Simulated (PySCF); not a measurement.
A structure optimised at r2SCAN-D4/def2-TZVPD, used in a PySCF frequency run:

```xyz
2

Mg     0.0000     0.0000    -0.7302
F      0.0000     0.0000     0.9737
```
Charge +1, spin multiplicity 1.

Q: Write its SMILES, formula and point group.

A: [F][Mg+], FMg, C∞v

Q: What are its rotational constants (standard atomic weights)?

A: 16.324 GHz (linear rotor, B only)
